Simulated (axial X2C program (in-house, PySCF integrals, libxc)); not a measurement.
Curves of GdO⁻ from open-shell CI on f7 s2

Calculated with an axial X2C code built on PySCF integrals: two-component X2C with atomic mean-field Coulomb and Gaunt terms, basis Gd dyall-v3z, O dyall-av3z (cores contracted in-house). Orbitals come from Hartree–Fock averaged over the configuration Gd f7 s2; CI then distributes these electrons over the f, s shells of Gd.

Scan along the bond; masses Gd 157.924 u, O 15.995 u. Energies in cm⁻¹ from the lowest point; levels are followed by energy order within each Ω. Lowest level at 1.835 Å: 100% f7 s2.

| R (Å) | (1)Ω=7/2 | (1)Ω=5/2 | (1)Ω=3/2 | (1)Ω=1/2 |
| --- | --- | --- | --- | --- |
| 1.707 | 3323 | 3325 | 3326 | 3327 |
| 1.771 | 889 | 892 | 893 | 894 |
| 1.835 | 0 | 3 | 4 | 5 |
| 1.908 | 443 | 446 | 448 | 448 |
| 1.982 | 2078 | 2081 | 2083 | 2083 |
| 2.064 | 4883 | 4886 | 4888 | 4889 |
| 2.165 | 9279 | 9282 | 9284 | 9285 |

Problem. Fit the curves (1)Ω=7/2, (1)Ω=5/2, (1)Ω=3/2, (1)Ω=1/2 near their minima.

Solution. From the open-shell CI curves, Te from the lowest:

| level | Te (cm⁻¹) | Re (Å) | ωe (cm⁻¹) |
| --- | --- | --- | --- |
| (1)Ω=7/2 | 0 | 1.848 | 804.4 |
| (1)Ω=5/2 | 3 | 1.848 | 804.4 |
| (1)Ω=3/2 | 4 | 1.848 | 804.4 |
| (1)Ω=1/2 | 5 | 1.848 | 804.4 |

Without dynamic correlation distances can be off by several hundredths of an Å (long for ionic bonds, short for multiple bonds) and the wavenumbers are rough.

Dynamic correlation is missing, so gaps between terms are too wide and other configurations may lie lower; the lowest level listed is that of this model, not necessarily the ground state. At most 4 roots were kept for each Ω > 0 (twice that for Ω = 0) within 2.2 eV of the lowest, so higher up levels can be missing between those listed; levels with Ω > 0 are doubly degenerate and listed once, Ω = 0 levels singly. For an anion, levels above electron detachment are held by the basis set.
